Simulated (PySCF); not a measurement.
methyltin tribromide (CH3Br3Sn), SMILES [CH3][Sn]([Br])([Br])[Br].

Geometry: PBE-D3(BJ)/def2-SVP. The def2 effective core potentials stand for the cores of Sn; spin–orbit coupling is left out.

Computed with PBE-D3(BJ)/def2-SVP run with PySCF.

Frequencies are harmonic and unscaled.

Modes within 1.5 cm⁻¹ of each other (mostly degenerate sets) share a row, with their intensities summed.

```json
[
 {"mode": "1", "ν (cm⁻¹)": "23", "IR (km/mol)": "0.0", "moving atoms (share of kinetic energy)": "H 100 %"},
 {"mode": "2–3", "ν (cm⁻¹)": "64", "IR (km/mol)": "1.4", "moving atoms (share of kinetic energy)": "Br 84 %, Sn 8 %"},
 {"mode": "4", "ν (cm⁻¹)": "85", "IR (km/mol)": "4.1", "moving atoms (share of kinetic energy)": "Br 58 %, Sn 38 %"},
 {"mode": "5–6", "ν (cm⁻¹)": "106", "IR (km/mol)": "2.3", "moving atoms (share of kinetic energy)": "C 51 %, H 25 %, Br 16 %, Sn 8 %"},
 {"mode": "7", "ν (cm⁻¹)": "223", "IR (km/mol)": "9.0", "moving atoms (share of kinetic energy)": "Br 78 %, Sn 18 %"},
 {"mode": "8–9", "ν (cm⁻¹)": "261", "IR (km/mol)": "82.6", "moving atoms (share of kinetic energy)": "Br 52 %, Sn 48 %"},
 {"mode": "10", "ν (cm⁻¹)": "506", "IR (km/mol)": "10.9", "moving atoms (share of kinetic energy)": "C 71 %, H 17 %, Sn 12 %"},
 {"mode": "11–12", "ν (cm⁻¹)": "748", "IR (km/mol)": "78.8", "moving atoms (share of kinetic energy)": "H 84 %, C 15 %"},
 {"mode": "13", "ν (cm⁻¹)": "1144", "IR (km/mol)": "1.8", "moving atoms (share of kinetic energy)": "H 83 %, C 17 %"},
 {"mode": "14–15", "ν (cm⁻¹)": "1367", "IR (km/mol)": "6.3", "moving atoms (share of kinetic energy)": "H 95 %"},
 {"mode": "16", "ν (cm⁻¹)": "3000", "IR (km/mol)": "0.1", "moving atoms (share of kinetic energy)": "H 98 %"},
 {"mode": "17–18", "ν (cm⁻¹)": "3133", "IR (km/mol)": "2.3", "moving atoms (share of kinetic energy)": "H 90 %, C 10 %"}
]
```
